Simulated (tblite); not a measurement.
Compound: C₅H₁₀OS.
SMILES with atom numbers: `[O:1]=[S:2]1[CH2:3][CH2:4][CH2:5][CH2:6][CH2:7]1` (hydrogens: H8, H9 on C3; H10, H11 on C4; H12, H13 on C5; H14, H15 on C6; H16, H17 on C7)

Computed with GFN2-xTB (tblite), gas phase: Langevin dynamics at 200 K from the optimised GFN2-xTB geometry, time step 0.5 fs, friction 0.01 fs⁻¹, 2000 steps. The instantaneous temperature is 2·E(kin)/(3Nk) with all 3N coordinates.

| t (fs) | T (K) | E(pot) above start (eV) | O1=S2 (Å) | S2–C3 (Å) | C3–C4 (Å) | C4–C5 (Å) | C5–C6 (Å) | C3–H8 (Å) |
| --- | --- | --- | --- | --- | --- | --- | --- | --- |
| 0 | 173 | 0.000 | 1.464 | 1.852 | 1.516 | 1.527 | 1.527 | 1.090 |
| 25 | 95 | 0.333 | 1.453 | 1.885 | 1.504 | 1.546 | 1.531 | 1.046 |
| 50 | 170 | 0.219 | 1.463 | 1.859 | 1.496 | 1.541 | 1.543 | 1.106 |
| 75 | 159 | 0.279 | 1.469 | 1.853 | 1.512 | 1.553 | 1.530 | 1.138 |
| 100 | 179 | 0.190 | 1.475 | 1.834 | 1.531 | 1.533 | 1.499 | 1.070 |
| 125 | 173 | 0.362 | 1.476 | 1.842 | 1.525 | 1.532 | 1.501 | 1.012 |
| 150 | 173 | 0.246 | 1.476 | 1.848 | 1.520 | 1.520 | 1.529 | 1.089 |
| 175 | 115 | 0.359 | 1.465 | 1.837 | 1.519 | 1.480 | 1.555 | 1.169 |
| 200 | 170 | 0.262 | 1.466 | 1.869 | 1.548 | 1.557 | 1.546 | 1.098 |
| 225 | 211 | 0.282 | 1.466 | 1.850 | 1.534 | 1.523 | 1.520 | 1.050 |
| 250 | 190 | 0.487 | 1.471 | 1.905 | 1.526 | 1.497 | 1.522 | 1.085 |
| 275 | 234 | 0.379 | 1.481 | 1.833 | 1.516 | 1.491 | 1.514 | 1.111 |
| 300 | 139 | 0.588 | 1.462 | 1.891 | 1.500 | 1.561 | 1.500 | 1.088 |
| 325 | 173 | 0.428 | 1.466 | 1.845 | 1.502 | 1.596 | 1.525 | 1.075 |
| 350 | 174 | 0.369 | 1.454 | 1.895 | 1.496 | 1.500 | 1.535 | 1.079 |
| 375 | 217 | 0.331 | 1.458 | 1.861 | 1.536 | 1.496 | 1.528 | 1.080 |
| 400 | 215 | 0.311 | 1.479 | 1.891 | 1.583 | 1.549 | 1.541 | 1.088 |
| 425 | 222 | 0.392 | 1.470 | 1.793 | 1.555 | 1.552 | 1.506 | 1.109 |
| 450 | 162 | 0.406 | 1.468 | 1.853 | 1.528 | 1.546 | 1.488 | 1.092 |
| 475 | 202 | 0.461 | 1.467 | 1.844 | 1.523 | 1.572 | 1.518 | 1.091 |
| 500 | 270 | 0.370 | 1.464 | 1.857 | 1.566 | 1.483 | 1.501 | 1.097 |
| 525 | 215 | 0.482 | 1.430 | 1.901 | 1.565 | 1.481 | 1.563 | 1.082 |
| 550 | 237 | 0.450 | 1.428 | 1.807 | 1.517 | 1.489 | 1.525 | 1.069 |
| 575 | 184 | 0.487 | 1.456 | 1.916 | 1.485 | 1.509 | 1.547 | 1.105 |
| 600 | 256 | 0.401 | 1.472 | 1.904 | 1.527 | 1.551 | 1.558 | 1.073 |
| 625 | 253 | 0.451 | 1.483 | 1.845 | 1.544 | 1.522 | 1.520 | 1.089 |
| 650 | 212 | 0.451 | 1.482 | 1.878 | 1.560 | 1.504 | 1.508 | 1.104 |
| 675 | 236 | 0.411 | 1.468 | 1.826 | 1.521 | 1.520 | 1.537 | 1.121 |
| 700 | 180 | 0.488 | 1.449 | 1.893 | 1.501 | 1.516 | 1.510 | 1.083 |
| 725 | 252 | 0.447 | 1.443 | 1.841 | 1.470 | 1.560 | 1.510 | 1.076 |
| 750 | 258 | 0.404 | 1.460 | 1.848 | 1.473 | 1.568 | 1.541 | 1.095 |
| 775 | 189 | 0.548 | 1.481 | 1.867 | 1.563 | 1.514 | 1.510 | 1.075 |
| 800 | 216 | 0.492 | 1.484 | 1.830 | 1.561 | 1.500 | 1.515 | 1.083 |
| 825 | 225 | 0.350 | 1.492 | 1.839 | 1.548 | 1.535 | 1.558 | 1.125 |
| 850 | 172 | 0.399 | 1.468 | 1.895 | 1.486 | 1.524 | 1.554 | 1.107 |
| 875 | 191 | 0.435 | 1.464 | 1.828 | 1.481 | 1.536 | 1.558 | 1.045 |
| 900 | 221 | 0.363 | 1.456 | 1.883 | 1.524 | 1.544 | 1.507 | 1.100 |
| 925 | 228 | 0.378 | 1.437 | 1.867 | 1.535 | 1.555 | 1.513 | 1.156 |
| 950 | 150 | 0.500 | 1.461 | 1.898 | 1.505 | 1.540 | 1.554 | 1.101 |
| 975 | 207 | 0.359 | 1.500 | 1.864 | 1.495 | 1.545 | 1.545 | 1.048 |
| 1000 | 211 | 0.416 | 1.487 | 1.877 | 1.518 | 1.557 | 1.510 | 1.097 |

Q: From 500 fs on, how do temperature and potential energy compare with equipartition?

A: The mean temperature of these 21 frames is 217 K against the target 200 K, and the mean potential energy 0.43 eV against 45 × kT/2 = 0.39 eV for 45 classical harmonic modes. For 17 atoms in a canonical ensemble the temperature itself scatters by T·√(2/(3N)) = 40 K; here its standard deviation is 31 K. The whole run lasts only 10 friction times of 100 fs, so these averages carry a wide statistical error.

Q: What are the kinetic and total energies of the listed frame with the highest potential energy?

A: The one at 300 fs, 0.588 eV above the start. Its kinetic energy is 3NkT/2 = 0.305 eV at 139 K, so the sum is 0.89 eV; over the listed frames the sum runs from 0.38 to 1.01 eV, since the thermostat adds and removes energy.

Q: How much do the listed bonds fluctuate from 500 fs on?

A: 
| bond | at the start (Å) | mean (Å) | standard deviation (Å) |
| --- | --- | --- | --- |
| O1=S2 | 1.464 | 1.465 | 0.020 |
| S2–C3 | 1.852 | 1.865 | 0.030 |
| C3–C4 | 1.516 | 1.521 | 0.031 |
| C4–C5 | 1.527 | 1.526 | 0.025 |
| C5–C6 | 1.527 | 1.531 | 0.021 |
| C3–H8 | 1.090 | 1.092 | 0.025 |

The motion is classical and holds no zero-point motion.

What follows is the cost of the whole dynamics run. Time: 13 s wall; peak memory 0.19 GiB. Hardware: one thread of an Intel Xeon Platinum 8488C, no GPU, shared host.
